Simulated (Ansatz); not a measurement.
Geometry optimisation, Ansatz 0.2.0, RKS PBE0-D4/6-31G*.

input.yaml

```yaml
crystal:
  periodic: [false, false, false]
  atoms:
    - { symbol: Si, position_ang: [0.422602, 0.131639, -0.191069] }
    - { symbol: H, position_ang: [0.11504, -0.007835, 1.236942] }
    - { symbol: Cl, position_ang: [2.454264, 0.262942, -0.383015] }
    - { symbol: Cl, position_ang: [-0.421773, 1.798387, -0.99671] }
    - { symbol: Cl, position_ang: [-0.185059, -1.545757, -1.197077] }
    - { symbol: O, position_ang: [-2.221572, -0.051841, 0.92068] }
    - { symbol: Si, position_ang: [-3.450664, -0.954711, 0.232693] }
    - { symbol: H, position_ang: [-3.052523, -2.37139, 0.009096] }
    - { symbol: H, position_ang: [-4.677214, -0.930981, 1.07338] }
    - { symbol: H, position_ang: [-3.713724, -0.301412, -1.073759] }
    - { symbol: H, position_ang: [-1.661477, -0.461841, 1.61674] }
basis:
  gaussian: { orbitals: "6-31G*" }
hamiltonian:
  xc: pbe0
  dispersion: d4
relax:
  f_tol: 0.03
  max_steps: 50
```

Run as:

```bash
$ ansatz run input.yaml --threads 4 --pin off --max-ram 5120MiB --backend cpu --events-out ev --progress --plain --runs-dir out
```

Problem. Where does it end, and by what steps?

Solution. The forces met the threshold. The force dipped under the threshold on the way, but the program's further checks kept it going. After 12 steps the energy has fallen by 0.162 eV; H11 moved furthest, 0.63 Å.

```
step  energy less start (eV)  largest force component (eV/Å)  accepted
   0                  0.0000                           0.934       yes
   1                 -0.0888                           0.551       yes
   2                 -0.1143                           0.458       yes
   3                 -0.1336                           0.399       yes
   4                 -0.1444                           0.479       yes
   5                 -0.1547                           0.255       yes
   6                 -0.1550                           0.453       yes
   7                 -0.1605                           0.066       yes
   8                 -0.1609                           0.025       yes
   9                 -0.1613                           0.083       yes
  10                 -0.1617                           0.036       yes
  11                 -0.1619                           0.021       yes
  12                 -0.1620                           0.027       yes
```

```xyz
11
Properties=species:S:1:pos:R:3
Si 0.525 0.176 -0.227
H 0.471 0.087 1.238
Cl 2.472 0.578 -0.736
Cl -0.638 1.688 -0.947
Cl 0.019 -1.598 -1.112
O -2.131 -0.422 1.070
Si -3.459 -0.948 0.196
H -3.490 -2.434 0.076
H -4.729 -0.512 0.846
H -3.334 -0.330 -1.143
H -2.098 -0.717 1.988
```

Whether the end is a true minimum wasn't checked by a vibrational analysis.

Run time: 39 s on 4 threads of Arm Neoverse V1, on a shared host, peak memory 0.34 GiB.
